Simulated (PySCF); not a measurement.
Frontier orbitals and the lowest excitations

Compound: GeH3(nBu), C₄H₁₂Ge.
Z-matrix (Å and degrees, PBE0-D3(BJ)/def2-SVP geometry), rows numbered from 1:
```
Ge
H   1  1.5415
H   1  1.5429  2  108.76
H   1  1.5426  2  108.73  3  -117.73
C   1  1.9593  2  110.71  3   120.99
C   5  1.5261  1  113.61  2   179.47
C   6  1.5282  5  114.37  1   175.77
C   7  1.5211  6  114.40  5    64.68
H   5  1.1037  1  107.62  2   -57.95
H   5  1.1023  1  107.35  2    56.15
H   6  1.1055  5  109.46  1   -61.65
H   6  1.1040  5  109.45  1    53.61
H   7  1.1034  6  108.54  5  -173.00
H   7  1.1049  6  108.91  5   -58.34
H   8  1.1005  7  111.34  6   177.05
H   8  1.1011  7  111.92  6   -62.96
H   8  1.1024  7  111.12  6    57.19
```

Level of theory: PySCF, TDDFT CAM-B3LYP/def2-SVPD, vertical, gas phase, core orbitals frozen in the response. The CAM-B3LYP/def2-SVPD calculation is non-relativistic and has no spin–orbit coupling, an omission that weighs most on germanium.

Kohn–Sham orbitals with the atoms that hold most of them (Löwdin shares over 4%, at most four atoms; ? is withheld):

```tsv
orbital	ε (eV)	atoms
LUMO+2	1.96	Ge1 20%, H13 10%, C7 8%, C8 8%
LUMO+1	1.44	Ge1 24%, C8 11%, H3 8%, H4 8%
LUMO	1.07	?
HOMO	-9.57	?
HOMO-1	-10.40	Ge1 22%, H3 15%, C5 12%, H2 11%
HOMO-2	-10.50	Ge1 29%, H4 23%, C5 11%, H3 7%
HOMO-3	-10.70	C7 19%, C6 14%, H14 12%, Ge1 10%
```

(1) Which atoms hold the LUMO, and with what shares?

(2) Which atoms hold the HOMO, and with what shares?

(3) How does S1 compare with the orbital gap of 10.64 eV?

(4) Give energy, strength and leading configuration of S1 and S2, and follow the Löwdin shares of the leading atoms from the occupied to the empty orbital.

## Answers

(1) Ge1 (bonded to C and 3 H) 46%; C5 (bonded to C, Ge and 2 H) 7%; H2 (bonded to Ge) 7%; H3 (bonded to Ge) 6%. By element: germanium 46%, hydrogen 13% or more, carbon 7% or more.

(2) C5 (bonded to C, Ge and 2 H) 31%; Ge1 (bonded to C and 3 H) 22%; C6 (bonded to 2 C and 2 H) 11%; C7 (bonded to 2 C and 2 H) 11%. By element: carbon 53% or more, germanium 22%.

(3) S1 is at 7.75 eV (f = 0.0052), 2.89 eV below the gap, made of HOMO→LUMO (88%). 

(4) 
- S1 (7.75 eV, f 0.0052), HOMO→LUMO (88%): C5 31% → 7%, Ge1 22% → 46%
- S2 (8.41 eV, f 0.313), HOMO→LUMO+1 (84%): C5 31% → at most 8%, Ge1 22% → 24%, C8 at most 12% → 11%

One conformer stands for the species.
